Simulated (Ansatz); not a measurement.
Level of theory: Ansatz (a program for electronic structure) with frozen-core CCSD(T)/cc-pVDZ // PBE0-D3(BJ)/def2-SVP. The restricted HF reference is unstable towards unrestricted orbitals.

Ansatz 0.2 input:
```yaml
crystal:
  periodic: [false, false, false]
  atoms:
    - { symbol: C, position_ang: [3.832116, -0.529062, 0.054071] }
    - { symbol: O, position_ang: [2.703014, 0.184328, -0.37117] }
    - { symbol: C, position_ang: [1.519279, -0.208507, 0.119831] }
    - { symbol: C, position_ang: [1.253104, -1.232744, 0.998835] }
    - { symbol: S, position_ang: [-0.439016, -1.387248, 1.366433] }
    - { symbol: C, position_ang: [-0.824298, -0.057999, 0.329618] }
    - { symbol: C, position_ang: [-2.034178, 0.607275, -0.04461] }
    - { symbol: Si, position_ang: [-3.763674, 0.201676, 0.534512] }
    - { symbol: C, position_ang: [-1.740158, 1.62566, -0.92278] }
    - { symbol: S, position_ang: [-0.058002, 1.788816, -1.296048] }
    - { symbol: C, position_ang: [0.319156, 0.463147, -0.261027] }
    - { symbol: H, position_ang: [4.701454, -0.078104, -0.439937] }
    - { symbol: H, position_ang: [3.765429, -1.594193, -0.230728] }
    - { symbol: H, position_ang: [3.961687, -0.46119, 1.148907] }
    - { symbol: H, position_ang: [1.961334, -1.917082, 1.460089] }
    - { symbol: H, position_ang: [-4.130266, -1.198776, 0.163202] }
    - { symbol: H, position_ang: [-4.713528, 1.154067, -0.112466] }
    - { symbol: H, position_ang: [-3.866072, 0.326256, 2.020284] }
    - { symbol: H, position_ang: [-2.447369, 2.313685, -1.387207] }
basis:
  gaussian: { orbitals: cc-pVDZ }
correlation:
  method: ccsd_t
```

Output:

```
Functional definition: HF
1963 factors; integrals over basis functions are off by at most 1.3e-3 eV
mean field evaluation 1: about -38868.2433 eV, gradient 3.6e1 eV
mean field evaluation 2: about -38868.7113 eV, gradient 3.6e1 eV
mean field evaluation 4: about -38873.1364 eV, gradient 6.8e0 eV
mean field evaluation 8: about -38873.2839 eV, gradient 5.3e-1 eV
mean field evaluation 16: about -38868.2420 eV, gradient 3.6e1 eV
mean field -38873.28607362 eV, -1428.5669139457 hartree, gradient 2.0e-6 eV, S^2 0.000000; 0 other end points of the search recorded, 0 dependent functions left out; unrestricted orbitals would lower it
23 core orbitals not correlated
reference -38873.28607362 eV, -1428.5669139457 hartree; 29, 29 occupied and 154, 154 virtual orbitals, 1963 factors
second order -40.18231290 eV of doubles, -0.00000000 eV of singles
cycle   1  -40.44024725 eV  change   -2.6e-1 eV  update   1.7e-1
cycle   2  -41.70305595 eV  change    -1.3e0 eV  update   5.4e-2
cycle   3  -41.99733228 eV  change   -2.9e-1 eV  update   2.6e-2
cycle   4  -41.98669525 eV  change    1.1e-2 eV  update   6.6e-3
cycle   5  -41.98594804 eV  change    7.5e-4 eV  update   3.4e-3
cycle   6  -41.98702768 eV  change   -1.1e-3 eV  update   1.1e-3
cycle   7  -41.98609231 eV  change    9.4e-4 eV  update   5.5e-4
cycle   8  -41.98579648 eV  change    3.0e-4 eV  update   2.2e-4
cycle   9  -41.98585918 eV  change   -6.3e-5 eV  update   9.6e-5
cycle  10  -41.98588097 eV  change   -2.2e-5 eV  update   3.1e-5
perturbative correction -1.80642293 eV, -0.0663848181 hartree
Total energy: -38917.07837751 eV, -1430.1762514303 hartree
```

Cost: around 16 core-minutes (rough).
